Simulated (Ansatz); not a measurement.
`FC[SiH2]Br` + `C=O` → `O=C[SiH2]Br` + `CF`  (formal exchange of groups at the Si–C bond)

Gas-phase electronic energies from Ansatz, PBE0-D4/def2-TZVP geometries. CCSD(T)/CBS adds triple-zeta CCSD(T) − MP2 to the extrapolated MP2 energy (def2 sets, frozen cores). This one scheme is used for every species. DFT in def2-TZVPP. For Br outer-core shells are correlated without core-valence functions, which leaves a few kJ/mol of doubt a bond. Scalar relativity is left out up to krypton. Each species was taken in one conformer, which may not be the lowest.

`FC[SiH2]Br`:

Cartesian coordinates in Å:
```
F 0.013 -0.674 -1.890
C -0.337 0.250 -0.911
Si 0.348 -0.323 0.754
Br -0.257 1.207 2.248
H -1.428 0.333 -0.882
H 0.070 1.227 -1.190
H 1.826 -0.396 0.723
H -0.235 -1.625 1.148
```

`C=O`:

```xyz
4

C     0.000    0.001   -0.005
O     0.028   -0.362    1.134
H     0.104   -0.708   -0.851
H    -0.131    1.068   -0.279
```

`O=C[SiH2]Br`:

Z-matrix (Å, degrees):
```
Si
C 1 1.926
Br 1 2.218 2 109.2
H 1 1.480 2 108.8 3 119.4
H 1 1.480 2 108.8 3 -119.3
O 2 1.203 1 118.8 3 -179.0
H 2 1.114 1 120.6 3 1.1
```

`CF`:

Cartesian coordinates in Å:
```
C -0.050 0.015 -0.031
F 1.080 -0.327 0.676
H -0.290 1.063 0.163
H -0.878 -0.620 0.290
H 0.138 -0.131 -1.097
```

Is it downhill or uphill in electronic energy at CCSD(T)/CBS, and by how much? (An estimate is asked.)

Computed: Nearly level: ΔE = +0.8 kJ/mol.

What do these levels give: CAM-B3LYP-D4, ωB97M-V, B2PLYP, BHLYP, MP2/def2-TZVPP, CCSD(T)/def2-TZVPP? (An estimate is asked.)

Computed: CAM-B3LYP-D4 1.2, ωB97M-V 2.8, B2PLYP -0.3, BHLYP 1.1, MP2/def2-TZVPP 1.7, CCSD(T)/def2-TZVPP 1.3 kJ/mol.

What do rigid-rotor, harmonic-oscillator terms from PBE0-D4/def2-TZVP frequencies (298.15 K, 1 bar) make of the CCSD(T)/CBS value? (Estimate.)

Computed: ΔZPE = +1.8 kJ/mol, ΔH = +2.8 kJ/mol, ΔS = 8 J/(mol·K), ΔG = +0.5 kJ/mol. Modes under 50 cm⁻¹ make the entropy rough.

Largest T1 diagnostic among the species: 0.015.

Leaving LDA and LC-ωPBE aside and taking each functional with its dispersion term where it has one, the values, not all of them listed here, spread over 5.8 kJ/mol, from BLYP-D4 to ωB97M-V. From BLYP to BHLYP (50 % exact exchange), in def2-TZVPP and without D4, ΔE moves by +5.0 kJ/mol.
